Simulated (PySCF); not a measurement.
CH6AlClOSi (SMILES C[O][Al]([SiH3])[Cl]), singlet, at a GFN2-xTB geometry (such geometries of metal compounds can be far from the true shape). Base run: PBE/6-31G (PySCF).

The PySCF input:
```python
from pyscf import gto, scf, dft, solvent

mol = gto.M(
    atom='''
Al   -0.173478    0.045981    0.053145
Cl   -2.189457    0.290772    0.275925
O     0.384737   -0.904733   -1.185762
C     0.879591   -1.699813   -2.225599
H     1.292064   -2.625925   -1.819414
H     0.078838   -1.944962   -2.926654
H     1.667816   -1.163430   -2.758658
Si    1.574942    0.996534    1.410519
H     2.519071    1.833061    0.645129
H     2.423317   -0.015832    2.067983
H     1.090261    1.861468    2.502440
''',
    basis='6-31g',
    charge=0,
    spin=0,
    verbose=4,
)

mf = dft.RKS(mol)
mf.xc = 'pbe'
mf.kernel()
```

The base run was repeated with changes; each row names its change, and settings that it needs were set with it.

| change | ΔE vs base (kJ/mol) | dipole (D) | HOMO-LUMO gap (eV) |
|---|---|---|---|
| base | 0.00 | 2.53 | 4.50 |
| model = IEF-PCM; solvent = tetrahydrofuran | -15.18 | 2.94 | 4.63 |
| model = IEF-PCM; solvent = acetonitrile | -18.37 | 3.00 | 4.67 |
| model = IEF-PCM; solvent = acetonitrile; vdw_scale = 1.0 | -47.5 | 3.02 | 4.95 |
| model = COSMO; solvent = acetonitrile | -18.40 | 3.00 | 4.67 |
| model = IEF-PCM; solvent = acetonitrile; vdw_scale = 1.4 | -8.95 | 2.94 | 4.55 |
| model = C-PCM; solvent = acetonitrile | -18.69 | 3.00 | 4.68 |
| model = IEF-PCM; solvent = acetonitrile; lebedev_order = 41 | -18.43 | 3.00 | 4.67 |
| model = IEF-PCM; solvent = acetonitrile; r_probe = 0.5 | -6.96 | 2.89 | 4.54 |
| model = IEF-PCM; solvent = acetonitrile; lebedev_order = 11 | -17.84 | 3.01 | 4.65 |
| model = SS(V)PE; solvent = acetonitrile | -18.20 | 3.00 | 4.67 |
| model = IEF-PCM; solvent = dichloromethane | -15.81 | 2.95 | 4.64 |

The base is the gas phase, so ΔE is the electrostatic part of solvation at a fixed geometry, without cavity and dispersion terms.
